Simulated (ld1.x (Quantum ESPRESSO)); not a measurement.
# antimony (Sb), ultrasoft: configuration errors across variants

antimony, ultrasoft, made with ld1.x (Quantum ESPRESSO) 7.5 (PBEsol, scalar-relativistic). Core [Kr], reference 4d10 5s2 5p3. Waves: 5s (bound): rcut 1.35, rcutus 1.90 bohr; 5s channel at -0.35 Ry: rcut 1.35, rcutus 1.90 bohr; 5p (bound): rcut 2.25, rcutus 2.50 bohr; 5p channel at 0.1 Ry: rcut 2.25, rcutus 2.50 bohr; 4d (bound): rcut 0.95, rcutus 1.00 bohr; 4d channel at -1.65 Ry: rcut 0.95, rcutus 1.00 bohr. Local part: all-electron potential smoothed inside 1.80 bohr (lloc = -1). Core correction: none. Augmentation charge: built from norm-conserving waves at rcut, not smoothed further.

All-electron excitation energies from the reference (eV): (1) 4d10 5s2 5p2 8.344; (2) 4d10 5s2 5p1 24.356; (3) 4d10 5s2 5p0 48.800; (4) 4d10 5s1 5p0 93.133; (5) 4d10 5s2 5p2.5 3.273; (6) 4d10 5s1 5p4 8.142; (7) 4d9 5s2 5p4 31.046.

3 further variants failed, have other tests or another functional or relativity, and are left out.

A true bound ghost makes a file unfit for plane-wave use even where its test errors are small: the radial tests pick states by their node count and pass the ghost by. Where a test does run into it, the solver fails or the error is huge.

Errors AE − PS in meV (a dash: test not solved or not reliable):

```tsv
change	(1)	(2)	(3)	(4)	(5)	(6)	(7)	bound ghosts
base	-2.8	-10	-22	+29	-1.0	+17	-227	none
waves 4d (bound): rcut 0.80, rcutus 0.84 bohr; 4d channel at -1.65 Ry: rcut 0.80, rcutus 0.84 bohr	-2.9	-11	-23	+27	-1.0	+12	-230	none
augmentation PSQ, inside the norm-conserving radii	-3.3	-15	-39	-27	-1.0	-13	-203	none
waves 5p (bound): rcut 2.25, rcutus 2.44 bohr; 5p channel at 0.1 Ry: rcut 2.25, rcutus 2.44 bohr	-2.8	-10	-22	+29	-1.0	+17	-231	none
```

Problem. Give the same row for: waves 5s (bound): rcut 1.35, rcutus 1.72 bohr; 5s channel at -0.35 Ry: rcut 1.35, rcutus 1.72 bohr.

Solution. -2.9, -11, -23, –, -1.0, –, –; bound ghosts: s. Not counted: 4d10 5s1 5p0 (solver errors, printed error -5.3 eV).
